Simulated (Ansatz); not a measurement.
`Cl[SiH2][S][GeH3]` and `Cl[SiH2][O][GeH3]` differ in one element.

Ansatz, PBE0-D4/def2-TZVP geometries, multiplicity 1. Each molecule was computed in one conformer, which needn't be the lowest.

Scalar relativity is left out up to krypton.

| property | `Cl[SiH2][S][GeH3]` |
| --- | --- |
| zero-point energy (PBE0-D4/def2-TZVP) / kJ/mol | 117.3 |
| size of the dipole moment (PBE/def2-TZVPP) / D | 2.20 |
| HOMO energy (PBE/def2-TZVPP) / eV | -6.38 |
| HOMO energy (ωB97M-V/def2-TZVPP) / eV | -9.74 |
| LUMO energy (PBE0/def2-TZVPP) / eV | -0.41 |
| size of the dipole moment (B3LYP/def2-TZVPP) / D | 2.30 |

(1) Give the same properties after the change, and the shifts. (An estimate is asked.)

Answers

(1) The calculation gave: 
| property | `Cl[SiH2][O][GeH3]` | shift |
| --- | --- | --- |
| zero-point energy (PBE0-D4/def2-TZVP) / kJ/mol | 124.0 | 6.7 |
| size of the dipole moment (PBE/def2-TZVPP) / D | 1.64 | -0.56 |
| HOMO energy (PBE/def2-TZVPP) / eV | -7.19 | -0.81 |
| HOMO energy (ωB97M-V/def2-TZVPP) / eV | -10.83 | -1.09 |
| LUMO energy (PBE0/def2-TZVPP) / eV | -0.20 | 0.21 |
| size of the dipole moment (B3LYP/def2-TZVPP) / D | 1.68 | -0.62 |

With PBE0 the HOMO falls by 0.99 eV and the LUMO rises by 0.21 eV, so the gap widens by about 1.20 eV. PBE moves the HOMO by -0.81 eV and ωB97M-V by -1.09 eV. Dipoles are sizes alone; their direction can turn.

B3LYP here is the variant with VWN-RPA as its local correlation; programs differ in this.
